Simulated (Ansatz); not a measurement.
H$_{11}$HfNO$_{3}$Si$_{3}$ (`[NH2][Hf]([O][SiH3])([O][SiH3])[O][SiH3]`): the same geometry under several functionals.

```yaml
crystal:
  periodic: [false, false, false]
  atoms:
    - {symbol: N, position_ang: [1.261846, 2.150054, -0.511088]}
    - {symbol: Hf, position_ang: [0.251564, 0.426543, -0.134671]}
    - {symbol: O, position_ang: [1.298121, -1.045368, -0.858518]}
    - {symbol: Si, position_ang: [2.110823, -2.332015, -1.448987]}
    - {symbol: O, position_ang: [-1.514576, 0.585397, -0.935598]}
    - {symbol: Si, position_ang: [-3.009450, 0.645355, -1.588464]}
    - {symbol: O, position_ang: [0.041895, 0.157105, 1.787322]}
    - {symbol: Si, position_ang: [-0.036971, 0.092400, 3.413464]}
    - {symbol: H, position_ang: [2.264365, 2.239644, -0.597318]}
    - {symbol: H, position_ang: [0.847084, 3.063612, -0.628994]}
    - {symbol: H, position_ang: [1.295244, -3.020629, -2.484154]}
    - {symbol: H, position_ang: [2.412177, -3.291230, -0.353451]}
    - {symbol: H, position_ang: [3.389253, -1.882820, -2.061768]}
    - {symbol: H, position_ang: [-3.152502, -0.401111, -2.635022]}
    - {symbol: H, position_ang: [-3.237078, 1.979269, -2.205383]}
    - {symbol: H, position_ang: [-4.035058, 0.419705, -0.535699]}
    - {symbol: H, position_ang: [1.331867, 0.031635, 3.993578]}
    - {symbol: H, position_ang: [-0.791150, -1.116346, 3.840450]}
    - {symbol: H, position_ang: [-0.727445, 1.298810, 3.944292]}
basis:
  gaussian: {orbitals: def2-TZVPP}
hamiltonian: {xc: {name: wB97X-V}}
output: {orbitals: {seedname: orbitals}}
```

```sh
$ ansatz run in.yaml --threads 4 --pin off --events-out ev --progress --plain --max-ram 46080MiB --backend cuda --devices 0, --max-vram 37GiB
```

Shortened log:

```
Functional definition: wB97X-V
2488 factors; their error is unknown
591 factors; integrals over basis functions are off by at most 1.0e-5 eV
mean field evaluation 1: about -32740.5993 eV, gradient 1.0e2 eV
mean field evaluation 2: about -32731.9364 eV, gradient 1.2e2 eV
mean field evaluation 4: about -32757.5490 eV, gradient 4.8e0 eV
mean field evaluation 8: about -32757.6135 eV, gradient 4.5e-2 eV
mean field evaluation 16: about -32757.6446 eV, gradient 8.9e-5 eV
mean field -32757.64455929 eV, -1203.8212336248 hartree, gradient 2.7e-5 eV, S^2 0.000000; 0 other end points of the search recorded, 0 dependent functions left out
reference -32757.64455555 eV, -1203.8212334876 hartree; 48, 48 occupied and 412, 412 virtual orbitals, 2488 factors
Total energy: -32757.64455555 eV, -1203.8212334876 hartree
```

Run time 6 s (4 threads of an AMD EPYC 7R13 on a shared host and a share of an NVIDIA H100 80 GB); peak host memory 1.1 GiB.

Changing it to `hamiltonian: {xc: {name: BLYP}, dispersion: d4}` (abridged; 3 s):

```
Functional definition: BLYP
mean field evaluation 16: about -32761.8740 eV, gradient 3.8e-3 eV
mean field -32761.87396967 eV, -1203.9766615895 hartree, gradient 3.5e-5 eV, S^2 0.000000
Total energy: -32762.81056417 eV, -1204.0110808026 hartree
```

With the line `hamiltonian: {xc: {name: B3LYP}, dispersion: d4}` and forces (abridged; 3 s):

```
Functional definition: B3LYP
mean field evaluation 16: about -32767.0984 eV, gradient 3.5e-3 eV
mean field -32767.09836125 eV, -1204.1686544389 hartree, gradient 3.7e-5 eV, S^2 0.000000
Total energy: -32767.82158291 eV, -1204.1952323447 hartree
Atom 0 force     0.088556     0.150922    -0.040540 eV/Å
Atom 1 force    -0.001804    -0.003934    -0.002452 eV/Å
Atom 2 force     0.059113    -0.079385    -0.042339 eV/Å
Atom 3 force     0.115048    -0.173826    -0.082011 eV/Å
Atom 4 force    -0.097137     0.011752    -0.046381 eV/Å
Atom 5 force    -0.204010     0.011102    -0.090173 eV/Å
Atom 6 force    -0.015429    -0.021844     0.111783 eV/Å
Atom 7 force    -0.015049    -0.015047     0.217976 eV/Å
Atom 8 force     0.014858     0.028550    -0.003739 eV/Å
Atom 9 force     0.017727     0.026994    -0.003561 eV/Å
Atom 10 force     0.053131     0.039361     0.064575 eV/Å
Atom 11 force    -0.017672     0.056283    -0.070699 eV/Å
Atom 12 force    -0.077381    -0.031760     0.036911 eV/Å
Atom 13 force     0.004832     0.065390     0.064481 eV/Å
Atom 14 force     0.009778    -0.083024     0.036950 eV/Å
Atom 15 force     0.060352     0.013790    -0.067920 eV/Å
Atom 16 force    -0.084906     0.004360    -0.032169 eV/Å
Atom 17 force     0.046691     0.074529    -0.021560 eV/Å
Atom 18 force     0.043300    -0.074214    -0.029134 eV/Å
Dipole moment:     0.136064     0.228406    -0.108231 e Å
```

With the line `hamiltonian: {xc: {name: BHLYP}, dispersion: d4}` (abridged; 2.2 s):

```
Functional definition: BHLYP
mean field evaluation 16: about -32758.1467 eV, gradient 9.6e-5 eV
mean field -32758.14667802 eV, -1203.8396861477 hartree, gradient 2.1e-5 eV, S^2 0.000000
Total energy: -32758.77095628 eV, -1203.8626279507 hartree
```

Changing it to `hamiltonian: {xc: pbe, dispersion: d4}` and forces (abridged; 4.4 s):

```
Functional definition: PBE
mean field evaluation 16: about -32743.6021 eV, gradient 2.9e-3 eV
mean field -32743.60214198 eV, -1203.3051843071 hartree, gradient 6.4e-5 eV, S^2 0.000000
Total energy: -32744.05790678 eV, -1203.3219333546 hartree
Atom 0 force    -0.105916    -0.180843     0.027511 eV/Å
Atom 1 force     0.020305     0.032417    -0.033075 eV/Å
Atom 2 force    -0.106056     0.214337     0.087634 eV/Å
Atom 3 force     0.174170    -0.283043    -0.127912 eV/Å
Atom 4 force     0.234199     0.014834     0.097031 eV/Å
Atom 5 force    -0.326124     0.008272    -0.141051 eV/Å
Atom 6 force    -0.004219    -0.017397    -0.241691 eV/Å
Atom 7 force    -0.016150    -0.011350     0.350822 eV/Å
Atom 8 force     0.344026     0.048031    -0.028827 eV/Å
Atom 9 force    -0.127221     0.322073    -0.039279 eV/Å
Atom 10 force    -0.082559    -0.081038    -0.113647 eV/Å
Atom 11 force     0.036391    -0.109813     0.114232 eV/Å
Atom 12 force     0.140915     0.043260    -0.068303 eV/Å
Atom 13 force    -0.023729    -0.111663    -0.115793 eV/Å
Atom 14 force    -0.030616     0.143862    -0.069096 eV/Å
Atom 15 force    -0.117972    -0.023697     0.109550 eV/Å
Atom 16 force     0.146234    -0.006775     0.071709 eV/Å
Atom 17 force    -0.081464    -0.130711     0.053668 eV/Å
Atom 18 force    -0.074213     0.129247     0.066516 eV/Å
Dipole moment:     0.141725     0.237893    -0.112107 e Å
```

With the line `hamiltonian: {xc: {name: B97M-V}}` (abridged; 5.5 s):

```
Functional definition: B97M-V
mean field evaluation 16: about -32756.6031 eV, gradient 4.0e-3 eV
mean field -32756.60311645 eV, -1203.7829613067 hartree, gradient 4.4e-5 eV, S^2 0.000000
Total energy: -32756.60322820 eV, -1203.7829654132 hartree
```

B3LYP takes the VWN-RPA correlation (the form of Gaussian; ORCA's B3LYP/G).
